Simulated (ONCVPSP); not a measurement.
## Transferability test, ONCV potential for fluorine (F)

- Element: F (Z = 9)
- Generator: ONCVPSP 4.0.1
- Type: optimised norm-conserving Vanderbilt (ONCV)
- Functional: PBEsol
- Relativity: fully relativistic
- Frozen core: [He]
- Valence charge: 7
- Reference configuration: 2s2 2p4 (charge +1)
- Partial waves: 2s: rc 0.80 bohr, ncon 4, nbas 9, qcut 7.3 1/bohr, 2 projectors, debl 3.6 Ha; 2p: rc 1.15 bohr, ncon 4, nbas 7, qcut 12.6 1/bohr, 2 projectors, debl 0.9 Ha; d scattering state at 0.2 Ha: rc 1.05 bohr, ncon 4, nbas 8, qcut 9.7 1/bohr, 2 projectors, debl 3.9 Ha
- Local potential: polynomial inside 0.70 bohr (lpopt 5, dvloc0 4 Ha)
- Core correction: none

Open shells are filled in proportion to 2j + 1.

In the p channel the program set the typed energies aside and used -1.036, 0.250 Ha (j = l + 1/2; the other j can differ).

Energies are relative to the spin-unpolarised reference configuration 2s2 2p4; without spin polarisation the order of configurations can differ from experiment.

```csv
valence configuration,charge,ΔE all-electron (eV),error AE − PS (meV)
2s2 2p5,0,-19.317,+11
2s2 2p3,+2,38.278,+37
2s2 2p2,+3,98.767,+242
2s2 2p4.5,+0.5,-11.807,+4.0
```
